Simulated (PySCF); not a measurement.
Al(H)(NHMe)2 (C2H9AlN2), SMILES [NH]([AlH][NH]C)C.

The structure is a stationary point at TPSSh-D3(BJ)/def2-SVP. The structure was generated by enumeration; whether it is a known compound was not checked. One conformer was computed; it need not be the lowest.

Vertical ionisation energy (IE) and electron affinity (EA) in eV. Rows of orbital energies are one-electron estimates. Where ΔSCF, EOM or ADC give a negative EA the extra electron is unbound and the value depends on the basis.

```tsv
level	IE	EA
−ε(HOMO), −ε(LUMO), B3LYP/def2-TZVP (PySCF)	6.03	-0.12
−ε(HOMO), −ε(LUMO), PBE/def2-TZVP (PySCF)	4.94	0.42
```
